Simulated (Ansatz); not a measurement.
Reaction (redistribution): `C=N[SiH2][AlH][SiH3]` + `BCC#C` → `C#C[SiH2][AlH][SiH3]` + `BCN=C`

Program: Ansatz. Geometries: PBE0-D4/def2-TZVP. ΔE: electronic, gas phase. CCSD(T)/CBS adds triple-zeta CCSD(T) − MP2 to the extrapolated MP2 energy (def2 sets, frozen cores). DFT in def2-TZVPP. Each species was taken in one conformer, which may not be the lowest.

`C=N[SiH2][AlH][SiH3]`:

Z-matrix (Å, degrees):
```
Si
N 1 1.750
Al 1 2.462 2 106.2
H 1 1.504 2 111.8 3 122.5
H 1 1.489 2 106.7 3 -120.7
C 2 1.258 1 125.3 3 -112.4
Si 3 2.457 1 117.5 2 18.9
H 3 1.592 1 121.0 2 -161.0
H 6 1.102 2 124.2 1 -2.5
H 6 1.096 2 120.3 1 177.6
H 7 1.493 3 109.5 1 -82.3
H 7 1.491 3 111.1 1 35.7
H 7 1.491 3 113.8 1 157.4
```

`BCC#C`:

Cartesian coordinates in Å:
```
B 1.102 0.906 -0.517
C 0.434 -0.461 -0.162
C -0.898 -0.440 0.405
C -2.003 -0.402 0.874
H 2.202 0.881 -0.989
H 0.557 1.951 -0.331
H 1.130 -0.990 0.507
H 0.456 -1.075 -1.076
H -2.982 -0.370 1.289
```

`C#C[SiH2][AlH][SiH3]`:

Z-matrix (Å, degrees):
```
Al
Si 1 2.442
C 1 2.260 2 112.0
C 1 2.294 2 101.6 3 31.1
Si 1 2.466 2 113.4 3 -49.7
H 1 1.585 2 129.3 3 150.2
H 2 1.492 1 110.2 3 25.3
H 2 1.492 1 112.3 3 144.9
H 2 1.493 1 112.9 3 -94.2
H 4 1.070 1 125.9 2 66.9
H 5 1.483 1 124.0 2 -167.1
H 5 1.483 1 124.2 2 4.6
```

`BCN=C`:

Z-matrix (Å, degrees):
```
C
N 1 1.437
B 1 1.553 2 116.1
H 1 1.107 2 108.4 3 113.2
H 1 1.105 2 113.7 3 -130.9
C 2 1.257 1 118.3 3 120.4
H 3 1.197 1 117.9 2 -174.2
H 3 1.194 1 121.9 2 8.2
H 6 1.100 2 123.3 1 1.3
H 6 1.089 2 119.4 1 -178.7
```

(1) Is it downhill or uphill in electronic energy at CCSD(T)/CBS, and by how much? (Best estimate.)

(2) What do these levels give: PBE-D4, ωB97X-V, ωB97M-V, B2PLYP, PBE, PBE0, HF/def2-TZVPP, SCS-MP2/def2-TZVPP, CCSD(T)/def2-TZVPP, MP2/def2-QZVPP, HF/CBS(def2), CCSD/CBS(def2)? (Best estimate.)

Largest T1 diagnostic among the species: 0.015.

Results:

(1) Computed: Uphill: ΔE = +0.15 eV.

(2) The calculation gave: PBE-D4 -0.04, ωB97X-V 0.19, ωB97M-V 0.10, B2PLYP 0.22, PBE 0.00, PBE0 0.07, HF/def2-TZVPP 0.64, SCS-MP2/def2-TZVPP 0.22, CCSD(T)/def2-TZVPP 0.13, MP2/def2-QZVPP 0.13, HF/CBS(def2) 0.65, CCSD/CBS(def2) 0.26 eV.

From PBE to PBE0 (25 % exact exchange), in def2-TZVPP and without D4, ΔE moves by +0.07 eV. In def2-TZVPP, CCSD(T) changes the Hartree–Fock value by −0.51 eV (the triples alone add −0.11 eV) and MP2 by −0.53 eV. The D4 term adds −0.06 eV with B3LYP and −0.03 eV with PBE0; it sums over pairs of atoms, weighted by their polarisabilities, and B3LYP, whose exchange is more repulsive, gets the larger term.

B3LYP here is the variant with VWN-RPA as its local correlation; programs differ in this.
